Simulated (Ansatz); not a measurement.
System (SMILES): [BH]F (BH-F), doublet.
Atoms: B1, F2, H3. Bonds: B1-F2, B1-H3.

Basis-set convergence of the optimised B1-F2 bond length at HF with Ansatz (a first-principles code). All functions are spherical. The program fits the integrals of some runs and decomposes those of others, by size. Core-valence sets carry the plain set on hydrogen. Open shells are unrestricted. No added dispersion term, no relativity. Reference: the value in aug-pcseg-3, 1.2884 Å, itself unsure by roughly 0.0004 Å (its mean distance from aug-cc-pVQZ, def2-QZVPPD, pcseg-3).

| basis | functions | optimised B1-F2 bond length (Å) |
|---|---|---|
| pcseg-0 | 20 | … |
| def2-SV(P) | 30 | 1.2974 |
| pcseg-1 | 33 | … |
| def2-SVPD | 51 | 1.3033 |
| aug-pcseg-1 | 55 | 1.3061 |
| def2-TZVP | 68 | 1.2926 |
| cc-pVTZ | 74 | … |
| def2-TZVPP | 76 | 1.2926 |
| jun-cc-pV(T+d)Z | 92 | 1.2919 |
| cc-pCVTZ | 100 | 1.2905 |
| aug-pcseg-2 | 115 | … |
| def2-QZVPP | 144 | 1.2890 |
| pcseg-3 | 153 | 1.2884 |

Question: Complete the blanks.

Answer: 
- pcseg-0, optimised B1-F2 bond length (Å): 1.3595
- pcseg-1, optimised B1-F2 bond length (Å): 1.3040
- cc-pVTZ, optimised B1-F2 bond length (Å): 1.2915
- aug-pcseg-2, optimised B1-F2 bond length (Å): 1.2903
